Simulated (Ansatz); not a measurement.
A geometry optimisation of B2FH4OSi with B3LYP-D3(BJ)/def2-SVP

The starting geometry of this gas-phase doublet was optimised with GFN2-xTB; its bonds are those of `BOB(F)[SiH2]`.

```xyz
9

B    -1.3677   -0.6677   -1.8012
B     0.3410   -0.8577    0.1766
F     0.1329   -1.9310    0.9889
O    -0.5017   -0.7346   -0.8338
Si    1.7785    0.3454    0.5435
H    -1.1340   -1.2011   -2.8285
H    -2.3653   -0.0551   -1.6462
H     2.0851    1.5325   -0.2485
H     2.7380    0.2261    1.6327
```

Problem. Predict what becomes of its bonds when it is optimised with B3LYP-D3(BJ)/def2-SVP.

Solution. It keeps its bonds, and is `BOB(F)[SiH2]`.

The energy falls by 0.19 eV over 12 steps:

```tsv
step	E − E(last) (eV)
1	0.188
2	0.057
3	0.050
5	0.004
6	0.001
7	0.001
8	0.000
10	0.000
11	0.000
12	0.000
```

Final geometry (Å):

```xyz
9

B    -1.3324   -0.6253   -1.8196
B     0.3087   -0.9335    0.2764
F     0.1818   -1.9908    1.0803
O    -0.5287   -0.8316   -0.7675
Si    1.6373    0.5075    0.6759
H    -1.0123   -1.0803   -2.8913
H    -2.3472    0.0093   -1.6581
H     1.9889    1.4294   -0.4402
H     2.8107    0.1721    1.5276
```

Frequencies at the end are all real (lowest 54 cm⁻¹). Open shells are spin-unrestricted. Run with Ansatz 0.2.0, 47 s on 2 threads of Arm Neoverse V2 (shared host).
